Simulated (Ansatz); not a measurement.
Geometry optimisation, UKS BHLYP-D4/def2-SVP in Ansatz.

Input:

```yaml
crystal:
  periodic: [false, false, false]
  atoms:
    - { symbol: B, position_ang: [0.0, 0.0, 0.0] }
    - { symbol: H, position_ang: [0.0, 0.0, 1.44] }
    - { symbol: F, position_ang: [1.1431, 0.0, -0.66] }
    - { symbol: F, position_ang: [-1.1431, 0.0, -0.66] }
    - { symbol: Cl, position_ang: [0.0, 0.0, 3.11] }
magnetization:
  spin_polarized: true
  initial_magnetization: 1
basis:
  gaussian: { orbitals: def2-SVP }
hamiltonian:
  xc: { name: BHLYP }
  dispersion: d4
relax:
  f_tol: 0.15
  max_steps: 25
  restrain:
    - { distance: [1, 4], at: 1.37, k: 30.0 }
    - { distance: [0, 1], at: 2.39, k: 30.0 }
```

Command:

```bash
$ ansatz run input.yaml --threads 1 --pin off --max-ram 2048MiB --backend cpu --events-out ev --progress --plain --runs-dir out
```

Q: Where does it end, and by what steps?

A: It converged. The restraints hold the end off the free minimum; the threshold counts their pulls, which the force column leaves out. Restrained pairs: H2–Cl5 (1.67 → 1.33 Å), B1–H2 (1.44 → 2.39 Å). After 6 steps the energy has risen by 0.133 eV (the restraints' own energy left out); H2 moved furthest, 0.62 Å.

```csv
step,energy less start (eV),largest force component (eV/Å),accepted
0,0.0000,1.741,yes
1,0.2243,1.606,yes
2,0.3781,3.636,yes
3,0.3049,2.556,yes
4,0.1964,1.343,yes
5,0.1385,1.300,yes
6,0.1334,1.208,yes
```

```xyz
5
Properties=species:S:1:pos:R:3
B 0.000 0.000 -0.325
H 0.000 -0.001 2.062
F 1.133 0.000 -0.949
F -1.133 0.000 -0.949
Cl 0.000 0.000 3.391
```

Time of the run: 24 s on 1 thread of Arm Neoverse V1 (shared host), peak memory 0.15 GiB.
